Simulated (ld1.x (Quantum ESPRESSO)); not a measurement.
Values are calculated unless marked as measured or tabulated.
## Potentials for silicon compared

Generated with ld1.x 7.5 (TM, RRKJ, ultrasoft, PAW), atompaw 4.2 or ONCVPSP 4.0.1. The cutoff is in Ry: for ld1.x and atompaw files where the sum of valence levels is converged to 10 mRy in a Bessel basis, for ONCV files where the hardest occupied wave has 1 mHa per electron of residual kinetic energy. The error is the largest all-electron minus pseudo excitation energy over each file’s own four to seven test configurations (ionisations up to +4, promotions, holes and added fractions of an electron), all of which were solved. The labels leave out finer settings (local radius, basis sizes, second energies), which also bear on the numbers. Spin-polarised tests are not counted. The rows are a selection from randomly drawn settings: files with unsolved tests, undetermined cutoffs or missed reference levels are left out.

A true bound ghost makes a file unfit for plane-wave use even where its test errors are small: the radial tests pick states by their node count and pass the ghost by.

```csv
potential,cutoff (Ry),largest error (meV),bound ghosts
"ultrasoft, PBE, non-relativistic, rc 1.15/0.90/1.10 (spd), local smoothed, core correction yes, reference 2s2 2p6 3s1.75 3p2.25",160,-402,none
"TM semilocal, PBE, non-relativistic, rc 1.85/2.05 (sp), local s, core correction no, reference 3s2 3p1.5",15,+78,none
"PAW, PBE, scalar-relativistic, rc 1.95/2.15/3.44 (spd), local smoothed, core correction yes, reference 3s2 3p2",8,-56,none
```

Q: Fill in the row for Si: TM, PW91, scalar-relativistic, rc 1.65/1.50/1.75 (spd), local smoothed, core correction yes, reference 3s2 3p0.

A: cutoff 15 Ry, largest error +33 meV, bound ghosts: none.

Q: Fill in the row for Si: PAW, PBE, non-relativistic, rc 1.50/1.40/1.40 (spd), local d, core correction yes, reference 3s1 3p3.

A: cutoff 25 Ry, largest error -2.9 meV, bound ghosts: p.
